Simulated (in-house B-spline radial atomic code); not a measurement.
# RPA and G0W0 on B3LYP (VWN-RPA): Fe IV (Fe3+)

Configuration [Ar] 3d5, highest spin, mean-field start B3LYP (VWN-RPA). Computed with an all-electron radial atomic-structure program (B-spline basis): all electrons, non-relativistic, point nucleus, each spin shell either full or empty, empty states to l = 9 with an (l + 1/2)⁻⁴ tail; G0W0 by contour deformation at full frequency.

Command:
```bash
python run_gw.py task.json out
```
Settings (radii: box in bohr, nucleus in fm):
```
Z                        26
electrons                23
configuration            [Ar] 3d5
hamiltonian              nr
method                   b3lyp
lmax                     9
spin_polarised           True
box_radius               14.14
intervals                50
```

Run time, properties included: 3 s on 1 thread of Arm Neoverse N1 (shared host).

Energies (hartree):

```tsv
term	value
mean-field total	-1261.67376
Hartree-Fock functional on these orbitals	-1260.60422
direct second order	-1.7465
second-order exchange	0.57292
SOSEX correction	0.52659
```

(1) What is the RPA correlation energy, and what remains with SOSEX?

Quasi-particle levels (eV):

```tsv
level	occupied	mean field	Σx - vxc	Σc	QP weight	G0W0
3d up	yes	-47.79	-8.92	?	?	?
3p down	yes	-95.26	-8.74	1.30	0.921	-102.70
3d down	no	-37.62	11.51	-5.25	0.941	-31.36
```

G0W0 = mean field + (Σx - vxc) + Σc, with Σc (partial-wave tail included) taken at the quasi-particle energy. Only the outer levels were computed. Levels of low weight are left out.

(2) Where does G0W0 put 3d up?

Answers

(1) RPA gives -1.5315 hartree (-1.81 eV per electron); RPA + SOSEX gives -1.0049, and the second-order doubles -1.1735 hartree (no singles). SOSEX takes back 34 % of the RPA value.

(2) At -55.29 eV, with Σc = 1.42 eV and a quasi-particle weight of 0.934. The tabulated removal energy is 54.91 ± 0.04 eV (NIST, measured); the calculation leaves out relativity, Breit and QED terms, and what these don't explain is the method's own error.
